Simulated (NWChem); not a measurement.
BH₃O; SMILES BO

Results from NWChem. Medium grid unless said otherwise, to which SCAN and Minnesota functionals are sensitive. All runs use the structure optimised with PBE0-D3(BJ)/def2-TZVP. Hybrids' shares of exact exchange are those that their runs print; pure functionals count as 0. The functionals differ in more than this share.

| row | share of exact exchange | orbital gap (eV) |
|---|---|---|
| PBE/def2-TZVP | 0.00 | 5.94 |
| KT2/def2-TZVP | 0.00 | 6.08 |
| B3LYP/def2-TZVP | 0.20 | withheld |
| PW6B95/def2-TZVP | 0.28 | 8.58 |
| MN15/def2-TZVP | 0.44 | 9.74 |

Problem. Fit a straight line of the last column on the one before it, predict the withheld value, and compare with the run.

Solution. 
1. Means of the 4 shown rows: x = 0.180, y = 7.585. Slope Σ(x − x̄)(y − ȳ)/Σ(x − x̄)² = 1.227/0.1424 = 8.615; intercept 6.034.
2. The shown rows scatter about the line by 0.095 (root mean square); the largest residual is +0.13, at PW6B95/def2-TZVP.
3. At x = 0.20 (B3LYP/def2-TZVP; inside the shown range) the line gives 7.76.
4. The run gives 8.00, +0.24 from the line, 2.5 times the scatter.
